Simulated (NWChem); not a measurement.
System: BH2S2Cl; SMILES SB(S)Cl

```xyz
6

B      0.0001     0.0000     0.0000
Cl    -1.7618     0.0062     0.0000
S      0.7952     1.6156     0.0000
H      2.0784     1.1961     0.0000
S      0.7839    -1.6212     0.0000
H      2.0700    -1.2107     0.0000
```
Atoms are numbered in this order, from 1.

Level: PBE0/def2-SVP (NWChem), optimised geometry, unscaled harmonic frequencies. 

```
frequency (cm⁻¹)  IR intensity (km/mol)
----------------  ---------------------
226                                 0.1
234                                 2.5
298                                 0.0
378                                30.9
433                                 3.4
459                                 0.4
788                                11.9
789                               125.3
1010                              121.7
1032                              204.9
2718                                0.1
2726                                2.8
```

The zero-point energy is 15.8 kcal/mol. The thermal correction to the enthalpy at 298.15 K (with zero-point energy) is 19.8 kcal/mol and the heat capacity Cv is 17.5 cal/(mol K). The entropy at 298.15 K and 1 atm (symmetry number 2) comes out as 74.6 cal/(mol K) and the dipole moment comes out as 2.41 D.

Rigid rotor and harmonic oscillator.
